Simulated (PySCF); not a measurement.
# Correlation energy of F+ (fluorine, charge +1)

[He] 2s2 2p4, high-spin 3P determinant. Computed with PySCF 2.14 in aug-cc-pVDZ, with no relativity, point nucleus. Frozen: 1s2; 6 electrons correlated.

MP2 pair energies summed by pair of shells (mhartree):

```
 pair  energy  share (%)
2p-2p  -49.44       47.9
2s-2p  -46.19       44.8
2s-2s   -7.54        7.3
```

Total MP2 correlation energy: -103.17 mhartree.

Same-spin part -25.30 and opposite-spin part -77.87 mhartree; SCS-MP2 scales them by 1/3 and 6/5 to -101.88 mhartree.

```
  level  correlation energy (mhartree)
   CCSD                        -118.22
    (T)                          -1.22
CCSD(T)                        -119.44
```

Diagnostics: T1 = 0.0053, D1 = 0.0090, largest double amplitude 0.035.

Q: Is a single reference adequate?

A: Yes: T1 lies below 0.03 and no double amplitude reaches 0.07.
